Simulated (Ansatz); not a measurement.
Cartesian coordinates (Å):
```xyz
7

C     -0.7533    -0.0507    -0.0584
B      0.7940     0.0209     0.0388
Cl     1.7887    -1.4184     0.0609
Cl     1.6058     1.5697     0.1534
H     -1.1238     0.6316    -0.8286
H     -1.1841     0.3025     0.8859
H     -1.1273    -1.0556    -0.2520
```
Charge +1, spin multiplicity 2.

Calculation: frozen-core CCSD(T)/cc-pVTZ // PBE0-D4/def2-TZVP (Ansatz, an electronic-structure program). The geometry is that of the parent before the electron was removed.

HF energy: -983.06206 Ha
MP2 correlation energy: -0.61353 Ha

Problem. Estimate the CCSD correlation energy, the (T) correction, the total energy and the T1 diagnostic.

Solution. 
The CCSD correlation energy comes out as -0.66829 Ha. The (T) correction is -0.03001 Ha. The CCSD(T) total energy comes out as -983.76035 Ha and the T1 diagnostic is 0.030.
